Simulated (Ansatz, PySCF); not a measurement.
System: Cs₂ (charge +1, doublet). SMILES: [Cs][Cs+]
Geometry: optimised at B3LYP-D3(BJ)/def2-TZVP (Ansatz, a first-principles code).

Property: vertical ionisation energy (to the singlet state of charge +2; each state is the SCF solution reached for its spin), in eV. Valence correlation only, unless marked. UHF or UKS for open shells. No spin-orbit coupling. Frozen are the shells of the preceding noble gas and the d and f shells that filled before the atom's block. The outer core of K, Ca and their heavier congeners is not correlated, a term that matters for these elements. Past Kr the def2 sets carry scalar-relativistic core potentials. CBS marks a two-point X^-3 extrapolation of the correlation energy; Hartree-Fock from the larger set.

```tsv
level	program	vertical ionisation energy (eV)
r2SCAN/def2-TZVPD	Ansatz	6.89
PBE0/def2-TZVPD	Ansatz	7.04
CAM-B3LYP/def2-TZVPD	Ansatz	6.99
wB97X-V/def2-TZVPD	Ansatz	6.79
CCSD/def2-SVPD	Ansatz	6.50
CCSD/CBS(def2-TZVPPD,def2-QZVPPD)	Ansatz	6.58
CCSD(T)/def2-SVPD	Ansatz	6.50
CCSD(T)/def2-QZVPPD	Ansatz	6.58
CCSD(T)/CBS(def2-TZVPPD,def2-QZVPPD)	Ansatz	6.58
```

For comparison, minus the highest occupied orbital energy (PySCF): 5.24 eV at TPSS/def2-TZVPD, 5.27 eV at MN15/def2-TZVPD, 4.66 eV at M06-L/def2-TZVPD.
